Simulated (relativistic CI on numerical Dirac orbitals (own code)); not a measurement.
d9 in a ligand field

Computed with a parametric ligand-field model of a d^n configuration (Racah B and C, spin-orbit zeta, crystal field), exact diagonalisation.

Field parameters in Wybourne normalisation: D3d B²₀ = −7Dσ, B⁴₀ = −14Dq − 21Dτ, B⁴₃ = −14√(10/7) Dq; D4h B²₀ = −7Ds, B⁴₀ = 21(Dq − Dt), B⁴₄ = 21√(5/14) Dq. The field is a parameter set, without covalency.

(1) Ground term and bands for B = 980, C = 3850, ζ = 0 cm⁻¹, D4h, 10Dq = 26100, Ds = 3000, Dt = -30 cm⁻¹?

(2) Ground term and bands for B = 880, C = 3330, ζ = 0 cm⁻¹, D3d, 10Dq = 27100, Dσ = -1200, Dτ = -150 cm⁻¹?

(3) Ground term and bands for B = 910, C = 3540, ζ = 0 cm⁻¹, D4h, 10Dq = 34950, Ds = -1500, Dt = -440 cm⁻¹?

(4) Ground term and bands for B = 850, C = 3180, ζ = 0 cm⁻¹, D4h, 10Dq = 30250, Ds = 1730, Dt = 200 cm⁻¹?

(5) Ground term and bands for B = 980, C = 3650, ζ = 0 cm⁻¹, D3d, 10Dq = 11250, Dσ = 710, Dτ = 30 cm⁻¹?

Answers

(1) Ground term 2B1 with 3.00 electrons in the two orbitals of the cubic e set. Spin-allowed: 2A1 11850 cm⁻¹ (844 nm), 2B2 26100 cm⁻¹ (383 nm), 2E 35250 cm⁻¹ (284 nm). Lowest spin-forbidden: none.

(2) Ground term 2E with 3.00 electrons in the two orbitals of the cubic e set. Spin-allowed: 2A1 23514 cm⁻¹ (425 nm), 2E 28178 cm⁻¹ (355 nm). Lowest spin-forbidden: none.

(3) Ground term 2A1 with 3.00 electrons in the two orbitals of the cubic e set. Spin-allowed: 2B1 8200 cm⁻¹ (1220 nm), 2E 40850 cm⁻¹ (245 nm), 2B2 43150 cm⁻¹ (232 nm). Lowest spin-forbidden: none.

(4) Ground term 2B1 with 3.00 electrons in the two orbitals of the cubic e set. Spin-allowed: 2A1 7920 cm⁻¹ (1263 nm), 2B2 30250 cm⁻¹ (331 nm), 2E 34440 cm⁻¹ (290 nm). Lowest spin-forbidden: none.

(5) Ground term 2E with 3.01 electrons in the two orbitals of the cubic e set. Spin-allowed: 2E 10753 cm⁻¹ (930 nm), 2A1 13002 cm⁻¹ (769 nm). Lowest spin-forbidden: none.
